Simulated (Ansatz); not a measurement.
Relaxation of C2H7BO2 (12 atoms, charge 0, multiplicity 1), to a largest force component of 0.03 eV/Å in at most 50 steps.

These are results of RKS PBE-D4/def2-SVP in Ansatz, not measurements.

```xyz
12
Properties=species:S:1:pos:R:3
B -1.297 0.682 0.810
O 0.187 -0.211 -1.386
C 1.565 0.105 -1.324
O -1.416 1.730 0.189
H -0.305 0.627 -1.454
C -1.184 -0.616 1.622
H 2.115 -0.826 -1.078
H 1.969 0.481 -2.295
H 1.809 0.861 -0.540
H -0.184 -0.685 2.094
H -1.303 -1.484 0.943
H -1.955 -0.663 2.417
```

Where does it end, and by what steps?

The forces met the threshold. The force dipped under the threshold on the way, but the program's further checks kept it going. After 5 steps the energy has fallen by 0.008 eV; H9 moved furthest, 0.11 Å.

```json
{"step": "0", "energy less start (eV)": "0.0000", "largest force component (eV/Å)": "0.120", "accepted": "yes"}
{"step": "1", "energy less start (eV)": "-0.0054", "largest force component (eV/Å)": "0.121", "accepted": "yes"}
{"step": "2", "energy less start (eV)": "-0.0071", "largest force component (eV/Å)": "0.045", "accepted": "yes"}
{"step": "3", "energy less start (eV)": "-0.0075", "largest force component (eV/Å)": "0.028", "accepted": "yes"}
{"step": "4", "energy less start (eV)": "-0.0080", "largest force component (eV/Å)": "0.039", "accepted": "yes"}
{"step": "5", "energy less start (eV)": "-0.0082", "largest force component (eV/Å)": "0.025", "accepted": "yes"}
```

```xyz
12
Properties=species:S:1:pos:R:3
B -1.264 0.657 0.734
O 0.164 -0.213 -1.353
C 1.542 0.104 -1.287
O -1.400 1.697 0.103
H -0.332 0.630 -1.410
C -1.159 -0.609 1.598
H 2.100 -0.841 -1.126
H 1.926 0.561 -2.231
H 1.795 0.796 -0.448
H -0.146 -0.683 2.042
H -1.320 -1.502 0.962
H -1.907 -0.597 2.416
```

The run took 5 s on 2 threads of AMD EPYC 9R45 (Zen 5) (shared host), peak memory 0.15 GiB.
